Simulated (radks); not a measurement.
Values are calculated unless marked as measured or tabulated.
Removal energies from the tin ion Sn8+, [Kr] 4d6, by Delta-SCF beside the eigenvalue of the level emptied. Code: a radial shooting solver on a logarithmic mesh with Libxc functionals. Model: scalar-relativistic Kohn-Sham, PBEsol, spin-polarised, spherical densities, finite nucleus; Fermi nuclear charge, rms radius of each element as measured or else 0.836 A^(1/3) + 0.57 fm. Open shells are filled with parallel spins first.

removed from    final configuration  Delta-SCF (eV)  -eigenvalue (eV)
4d                         [Kr] 4d5          157.33            146.62
4p            [Ar] 3d10 4s2 4p5 4d6          226.67            214.99
4s            [Ar] 3d10 4s1 4p6 4d6          273.06            260.85
3d             [Ar] 3d9 4s2 4p6 4d6          636.66            610.61
